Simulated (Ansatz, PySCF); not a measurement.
Reaction (SMILES): OB(Br)Br + H+ → [OH2+]B(Br)Br
Each molecule is optimised on its own at B3LYP-D3(BJ)/def2-TZVP (Ansatz, a first-principles code), one conformer each, not searched for the lowest. Frequencies are from Ansatz or PySCF.

Wanted: proton affinity (0 K, with B3LYP-D3(BJ) harmonic zero-point energies), positive where the reaction releases energy, in kcal/mol. Correlated levels leave the core frozen unless marked. No spin-orbit coupling. Frozen are the shells of the preceding noble gas and the d and f shells that filled before the atom's block. Non-relativistic. CBS(X,Y): correlation extrapolated as X^-3; Hartree-Fock from the larger set (for Q and 5 zeta extrapolated as (X+1)exp(-9√X)).

| level | program | proton affinity (kcal/mol) |
|---|---|---|
| HF/6-31G | Ansatz | 163.7 |
| HF/cc-pVTZ | Ansatz | 162.0 |
| PBE0-D4/def2-TZVP | Ansatz + dftd4 | 162.6 |
| PBE0-D4/def2-TZVPD | Ansatz + dftd4 | 162.3 |
| PBE0/def2-TZVP | Ansatz | 162.4 |
| HSE06-D3(BJ)/def2-TZVPD | Ansatz + dftd3 | 162.6 |
| HSE06/def2-TZVPD | Ansatz | 162.2 |
| B2PLYP-D3(BJ)/def2-TZVPD | Ansatz + dftd3 | 161.1 |
| MP2/STO-3G | Ansatz | 223.6 |
| RI-MP2/CBS(cc-pVTZ,cc-pVQZ) | Ansatz | 160.1 |
| SCS-MP2/cc-pV5Z | Ansatz | 161.8 |
| CCSD/CBS(cc-pVQZ,cc-pV5Z) | Ansatz | 161.8 |
| CCSD(T)/6-31G | Ansatz | 167.3 |
| CCSD(T)/6-31G* | Ansatz | 159.0 |
| CCSD(T)/CBS(cc-pVQZ,cc-pV5Z) | Ansatz | 161.1 |
